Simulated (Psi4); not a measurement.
palladium atom (Pd), singlet (all electrons, no relativity); BLYP/3-21G (Psi4).

Psi4 was given this input:
```
memory 2 GB

molecule mol {
0 1
Pd    0.000000    0.000000    0.000000
}

set {
  basis 3-21g
  reference rks
  scf_type cd
  cholesky_tolerance 1e-6
}

energy('blyp')
print_variables()
```

### Question
Write the output that Psi4 gives for this input, abridged.

### Answer

```
   => Loading Basis Set <=

    Name: 3-21G
    Role: ORBITAL
    Keyword: BASIS

         ---------------------------------------------------------
                                   SCF
               by Justin Turney, Rob Parrish, Andy Simmonett
                          and Daniel G. A. Smith
                              RKS Reference
         ---------------------------------------------------------

  ==> Geometry <==

    Molecular point group: d2h
    Geometry (in Angstrom), charge = 0, multiplicity = 1:

       Center              X                  Y                   Z               Mass
    ------------   -----------------  -----------------  -----------------  -----------------
         PD           0.000000000000     0.000000000000     0.000000000000   105.903480400000

  Running in d2h symmetry.

  Rotational constants: A = ************  B = ************  C = ************ [cm^-1]
  Rotational constants: A = ************  B = ************  C = ************ [MHz]
  Nuclear repulsion =    0.000000000000000

  Charge       = 0
  Multiplicity = 1
  Electrons    = 46
  Nalpha       = 23
  Nbeta        = 23

  ==> Algorithm <==

  SCF Algorithm Type is CD.
  DIIS enabled.
  MOM disabled.
  Fractional occupation disabled.
  Guess Type is CORE.
  Energy threshold   = 1.00e-06
  Density threshold  = 1.00e-06
  Integral threshold = 1.00e-12

  ==> Primary Basis <==

  Basis Set: 3-21G
    Blend: 3-21G
    Number of shells: 14
    Number of basis functions: 39
    Number of Cartesian functions: 39
    Spherical Harmonics?: false
    Max angular momentum: 2

  ==> DFT Potential <==

   => LibXC <=

    Version 7.1.2
    S. Lehtola, C. Steigemann, M. J. T. Oliveira, and M. A. L. Marques,  SoftwareX 7, 1–5 (2018) (10.1016/j.softx.2017.11.002)

   => Composite Functional: BLYP <=

    BLYP GGA Exchange-Correlation Functional

    P.J. Stephens et. al., J. Phys. Chem., 98, 11623-11627, 1994
    B. Miehlich et. al., Chem. Phys. Lett., 157(3), 200-206 1989

    Deriv               =              1
    GGA                 =           TRUE
    Meta                =          FALSE

    Exchange Hybrid     =          FALSE
    MP2 Hybrid          =          FALSE

   => Exchange Functionals <=

    1.0000     XC_GGA_X_B88

   => Correlation Functionals <=

    1.0000     XC_GGA_C_LYP

   => LibXC Density Thresholds  <==

    XC_GGA_C_LYP:  1.00E-14
    XC_GGA_X_B88:  1.00E-15

   => Molecular Quadrature <=

    Radial Scheme          =       TREUTLER
    Pruning Scheme         =           NONE
    Nuclear Scheme         =       TREUTLER

    Blocking Scheme        =         OCTREE
    BS radius alpha        =              1
    Pruning alpha          =              1
    Radial Points          =             75
    Spherical Points       =            302
    Total Points           =          21436
    Total Blocks           =            240
    Max Points             =            251
    Max Functions          =             39
    Weights Tolerance      =       1.00E-15

  ==> Integral Setup <==

  ==> CDJK: Cholesky-decomposed J/K Matrices <==

    J tasked:                     Yes
    K tasked:                      No
    wK tasked:                     No
    Integrals threads:              1
    Algorithm:                   Core
    Integral Cache:              NONE
    Schwarz Cutoff:             1E-12
    Cholesky tolerance:      1.00E-06
    No. Cholesky vectors:         245

  Minimum eigenvalue in the overlap matrix is 1.2718469587E-03.
  Reciprocal condition number of the overlap matrix is 2.9112351877E-04.
    Using symmetric orthogonalization.

  ==> Pre-Iterations <==

  SCF Guess: Core (One-Electron) Hamiltonian.

   -------------------------------------------------------
    Irrep   Nso     Nmo     Nalpha   Nbeta   Ndocc  Nsocc
   -------------------------------------------------------
     Ag        15      15       8       8       8       0
     B1g        3       3       2       2       2       0
[...]
   @RKS iter  90: -4917.51342510055383   -3.12083e-01   1.62493e-03 ADIIS/DIIS
   @RKS iter  91: -4917.49383606263746    1.95890e-02   1.09988e-02 ADIIS/DIIS
   @RKS iter  92: -4917.48459375622770    9.24231e-03   1.42809e-02 ADIIS/DIIS
   @RKS iter  93: -4917.48500111339126   -4.07357e-04   1.41318e-02 ADIIS/DIIS
   @RKS iter  94: -4917.48368322304032    1.31789e-03   1.46027e-02 ADIIS/DIIS
    Occupation by irrep:
             Ag   B1g   B2g   B3g    Au   B1u   B2u   B3u
    DOCC [     9,    2,    1,    2,    0,    3,    3,    3 ]
    NA   [     9,    2,    1,    2,    0,    3,    3,    3 ]
    NB   [     9,    2,    1,    2,    0,    3,    3,    3 ]

   @RKS iter  95: -4917.15018553883510    3.33498e-01   3.81507e-02 ADIIS/DIIS
    Occupation by irrep:
             Ag   B1g   B2g   B3g    Au   B1u   B2u   B3u
    DOCC [     8,    2,    2,    2,    0,    3,    3,    3 ]
    NA   [     8,    2,    2,    2,    0,    3,    3,    3 ]
    NB   [     8,    2,    2,    2,    0,    3,    3,    3 ]

   @RKS iter  96: -4917.16464125014318   -1.44557e-02   3.67943e-02 ADIIS/DIIS
    Occupation by irrep:
             Ag   B1g   B2g   B3g    Au   B1u   B2u   B3u
    DOCC [     9,    2,    1,    2,    0,    3,    3,    3 ]
    NA   [     9,    2,    1,    2,    0,    3,    3,    3 ]
    NB   [     9,    2,    1,    2,    0,    3,    3,    3 ]

   @RKS iter  97: -4917.17159248659846   -6.95124e-03   3.61692e-02 ADIIS/DIIS
    Occupation by irrep:
             Ag   B1g   B2g   B3g    Au   B1u   B2u   B3u
    DOCC [     8,    2,    2,    2,    0,    3,    3,    3 ]
    NA   [     8,    2,    2,    2,    0,    3,    3,    3 ]
    NB   [     8,    2,    2,    2,    0,    3,    3,    3 ]

   @RKS iter  98: -4917.17458443085343   -2.99194e-03   3.56258e-02 ADIIS/DIIS
    Occupation by irrep:
             Ag   B1g   B2g   B3g    Au   B1u   B2u   B3u
    DOCC [     9,    1,    2,    2,    0,    3,    3,    3 ]
    NA   [     9,    1,    2,    2,    0,    3,    3,    3 ]
    NB   [     9,    1,    2,    2,    0,    3,    3,    3 ]

   @RKS iter  99: -4917.17890243198417   -4.31800e-03   3.57217e-02 ADIIS/DIIS
    Occupation by irrep:
             Ag   B1g   B2g   B3g    Au   B1u   B2u   B3u
    DOCC [     8,    2,    2,    2,    0,    3,    3,    3 ]
    NA   [     8,    2,    2,    2,    0,    3,    3,    3 ]
    NB   [     8,    2,    2,    2,    0,    3,    3,    3 ]

   @RKS iter 100: -4917.17341569158270    5.48674e-03   3.57100e-02 ADIIS/DIIS

PsiException: Could not converge SCF iterations in 100 iterations.

  Failed to converge.

Traceback (most recent call last):
  File "psi4", line 375, in <module>
  File "<string>", line 24, in <module>
  File "site-packages/psi4/driver/driver.py", line 533, in energy
  File "site-packages/psi4/driver/procrouting/proc.py", line 2760, in run_scf
  File "site-packages/psi4/driver/procrouting/proc.py", line 2047, in scf_helper
  File "site-packages/psi4/driver/procrouting/scf_proc/scf_iterator.py", line 93, in scf_compute_energy
  File "site-packages/psi4/driver/procrouting/scf_proc/scf_iterator.py", line 86, in scf_compute_energy
  File "site-packages/psi4/driver/procrouting/scf_proc/scf_iterator.py", line 609, in scf_iterate

psi4.driver.p4util.exceptions.SCFConvergenceError: Could not converge SCF iterations in 100 iterations.

Printing out the relevant lines from the Psithon --> Python processed input file:
    core.IO.set_default_namespace("mol")
    core.set_global_option("BASIS", "3-21g")
    core.set_global_option("REFERENCE", "rks")
    core.set_global_option("SCF_TYPE", "cd")
    core.set_global_option("CHOLESKY_TOLERANCE", 1e-6)
--> energy('blyp')
    print_variables()

!-------------------------------------------------------!
!                                                       !
!  Could not converge SCF iterations in 100 iterations. !
!                                                       !
!-------------------------------------------------------!
```

The run did not converge; its last values are not results.
